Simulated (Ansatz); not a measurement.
Calculated with Ansatz (gas phase, PBE0-D4/def2-TZVP geometries, no zero-point term in ΔE). CCSD(T)/CBS adds triple-zeta CCSD(T) − MP2 to the extrapolated MP2 energy (def2 sets, frozen cores). Functionals use def2-TZVPP. For V outer-core shells are correlated without core-valence functions, which leaves a few kJ/mol of doubt a bond. Scalar relativity is left out up to krypton. One conformer a species, not always the lowest.

`CNC(=O)[SiH3]` + `[NH]=[V]([NH2])([NH2])[NH2]` → `C[N]=[V]([NH2])([NH2])[NH2]` + `NC(=O)[SiH3]`  (substitution at a C–N bond)

```tsv
level	ΔE (kJ/mol)
r2SCAN	-17.4
r2SCAN0	-16.6
BHLYP	-16.1
LC-ωPBE	-16.8
```

Problem. What does CCSD(T)/CBS give? (Estimate.)

Solution. The calculation gave: -17.5 kJ/mol. The listed levels differ from it by 0.1, 0.9, 1.4, 0.7 kJ/mol.

Largest T1 diagnostic among the species: 0.032, so the coupled-cluster value is less sure than usual.

Leaving LDA and LC-ωPBE aside and taking each functional with its dispersion term where it has one, the values, not all of them listed here, spread over 12.2 kJ/mol, from PBE-QIDH to ωB97M-V. LDA lies +3.1 kJ/mol from PBE without D4. In def2-TZVPP, CCSD(T) changes the Hartree–Fock value by −4.0 kJ/mol (the triples alone add −1.3 kJ/mol) and MP2 by −29.2 kJ/mol.

CCSD(T)/CBS has its own doubt, a few kJ/mol and more with outer-core shells, so smaller differences from it don't rank the levels.
